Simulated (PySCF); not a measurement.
## Two-component Hartree-Fock for Pd²⁶⁺ (palladium, charge +26)

Start: [Ar] 3d2; 3d3/2 filled at m_j = +1/2, +3/2. Calculated with PySCF 2.14 in an uncontracted even-tempered set (16 s from 3.7 bohr⁻², ratio 2.8; 12 p from 4.8 bohr⁻², ratio 2.8; 8 d from 4.8 bohr⁻², ratio 2.8; 3 f from 15 bohr⁻², ratio 3): generalised Hartree-Fock with the X2C-1e Hamiltonian and a Gaussian nucleus; one run each with spin-orbit coupling (SO) switched off, then screened by Boettger's factors.

```
spinor shell  electrons  ε, spin-free (eV)  ε, screened SO (eV)  weight of nominal j (screened SO)  rms radius, screened SO (bohr)
       1s1/2          2           -25628.8             -25626.7                              1.000                          0.0365
       2s1/2          2            -4786.9              -4786.0                              1.000                           0.149
       2p1/2          2            -4407.0              -4521.8                              1.000                           0.129
       2p3/2          4            -4407.0              -4352.8                              1.000                           0.133
       3s1/2          2            -1650.6              -1650.3                              1.000                           0.373
       3p1/2          2            -1518.6              -1548.9                              0.984                           0.364
       3d3/2          2            -1365.3              -1368.0                              0.965                           0.330
```

Problem. Where does 3p3/2 lie, and what is the 3p spin-orbit splitting (screened SO)?

Solution. At -1504.1 eV, 44.817 eV above 3p1/2.

```tsv
quantity	spin-free	screened SO
E (hartree)	-4608.25236	-4609.36934
M_J	2	2
⟨J²⟩	8.001	6.215
⟨L²⟩	12.001	10.950
⟨S²⟩	2.000	1.682
```

Each row is a mean over spinors that exchange with the open shell spreads, by up to 17.600 eV (3p1/2).

⟨J²⟩ departs a little from M_J(M_J + 1) because the unrestricted spinors polarise the closed shells.

Breit and QED terms are absent; they matter most for the inner s and p1/2 levels.

Densities and radii are taken from the X2C orbitals without a picture-change correction, which distorts them close to the nucleus.

Without spin-orbit coupling the j labels of p, d and f shells carry no meaning; the spin-free column gives the mean over the occupied spinors of each nl shell, and its ⟨J²⟩ belongs to a mixture of degenerate components.
